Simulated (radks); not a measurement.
Spherical quantum dot in the effective-mass picture: electrons in a parabolic well V = omega^2 r^2 / 2 with omega = 0.109, with a point charge +2 (a donor) at the centre, all in effective atomic units (hartree* = m*/eps^2 hartree, bohr* = eps/m* bohr), one dielectric constant everywhere. Method: non-relativistic Kohn-Sham, exchange-only LDA, spin-polarised, spherical densities; computed with a radial shooting solver with Libxc functionals. Levels are named by radial order and angular momentum (1s, 1p, 1d, 2s, ...), and open shells are averaged over m. Results are scaled to m* = 0.12 and eps = 4.3, for which hartree* = 176.6 meV and bohr* = 1.896 nm. Each electron was tried in the lowest free levels, single moves between levels near the top were tried too, and the lowest total energy was kept; such a search can miss a lower state. At N = 1 the Hartree and exchange-correlation terms need not cancel, so that row can carry a self-interaction error.

N	open shells	2S	E (meV)	mu = E(N) - E(N-1) (meV)	addition energy mu(N+1) - mu(N) (meV)	e(HOMO) (meV)	rms radius (nm)
1	1s(up 1, down 0)	1	-336.924	-336.92	195.6	-260.11	1.695
2	none	0	-478.261	-141.34	182.9	-88.562	2.150
3	2s(up 1, down 0)	1	-436.681	41.579	33.64	54.762	5.406
4	1p(up 1, down 0) 2s(up 1, down 0)	2	-361.462	75.219	27.15	89.083	6.891
5	1p(up 2, down 0) 2s(up 1, down 0)	3	-259.096	102.37	25.39	115.35	7.998
6	1p(up 3, down 0) 2s(up 1, down 0)	4	-131.336	127.76	32.52	139.91	8.912
7	1p(up 3, down 0)	3	28.9455	160.28	22.99	168.54	9.754
8	1p(up 3, down 1)	2	212.222	183.28	19.13	192.81	10.50
9	1p(up 3, down 2)	1	414.632	202.41	19.05	211.98	11.16
10	none	0	636.096	221.46	27.11	230.88	11.75
11	1d(up 1, down 0)	1	884.667	248.57	17.31	257.26	12.35
12	1d(up 2, down 0)	2	1150.55	265.88	17.06	274.46	12.90
13	1d(up 3, down 0)	3	1433.50	282.95	16.78	291.39	13.40
14	1d(up 4, down 0)	4	1733.22	299.72	16.48	308.01	13.86
15	1d(up 5, down 0)	5	2049.43	316.20	22.27	324.34	14.29
16	1d(up 5, down 1)	4	2387.90	338.47	15.10	346.03	14.70
17	1d(up 5, down 2)	3	2741.47	353.57	15.03	361.11	15.09
18	1d(up 5, down 3)	2	3110.08	368.61	14.90	376.08	15.46
19	1d(up 5, down 4)	1	3493.59	383.51	14.75	390.91	15.81
20	none	0	3891.85	398.26	21.21	405.57	16.15
21	1f(up 1, down 0)	1	4311.31	419.47	13.93	426.45	16.49
22	1f(up 2, down 0)	2	4744.71	433.39	13.80	440.32	16.82
23	1f(up 3, down 0)	3	5191.90	447.19	13.67	454.05	17.13
24	1f(up 4, down 0)	4	5652.76	460.86	13.53	467.65	17.43
25	1f(up 5, down 0)	5	6127.15	474.39	13.40	481.11	17.72
26	1f(up 6, down 0)	6	6614.94	487.79	13.27	494.45	18.00
27	1f(up 7, down 0)	7	7116.01	501.06	14.17	507.66	18.26
28	1f(up 7, down 0) 3s(up 1, down 0)	8	7631.24	515.24	15.32	521.09	18.52
29	1f(up 7, down 0)	7	8161.80	530.55	13.87	536.85	18.77
30	1f(up 7, down 0) 2p(up 2, down 0) 3s(up 1, down 0)	10	8706.23	544.43	12.12	550.11	19.02
31	1f(up 7, down 0) 2p(up 3, down 0) 3s(up 1, down 0)	11	9262.77	556.54	14.75	562.98	19.26
32	1f(up 7, down 1) 2p(up 3, down 0) 3s(up 1, down 0)	10	9834.07	571.30	-	577.41	19.50

All shells are closed at N = 2, 10, 20 (there: 1s2 1p6 1d10 2s2); the second difference of the energy has clear peaks (12 % above both neighbours; the first and last values, which can be the largest, are not judged, and half-filled shells can peak too) at N = 6, 10, 15, 20.
